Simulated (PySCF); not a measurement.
Gas-phase reaction: GeH2F2 + 3 GeF4 ⇌ 2 HF + 4 GeF3

Computed with PySCF and rigid-rotor harmonic-oscillator thermochemistry at 1 bar. † marks an energy on the PBE0/def2-TZVP geometry and frequencies; other levels use their own. MP2 freezes the core. Open shells (unrestricted): GeF3 (multiplicity 2); the rest are closed-shell singlets. B3LYP is the form with VWN-RPA correlation. Ge: all electrons, no relativistic terms. GeH2F2, GeF3: computed as isolated molecules; such fragments, hydroxides, amides, oligomers or adducts are transient or little studied in the gas. MP2 isn't extrapolated to the basis-set limit.

B3LYP/def2-TZVP† gives ΔH°(298 K) = 579 kJ.

Q: What do MP2/def2-TZVPP†, PBE/def2-SVP, ωB97X-V/def2-TZVP† give?

A: MP2/def2-TZVPP†: 680 kJ; PBE/def2-SVP: 603 kJ; ωB97X-V/def2-TZVP†: 670 kJ. For scale, ΔH°(298 K) is 579 kJ at this level, 631 kJ at ωB97M-V/def2-TZVP†, and runs from 324 to 702 kJ over the 20 levels computed.
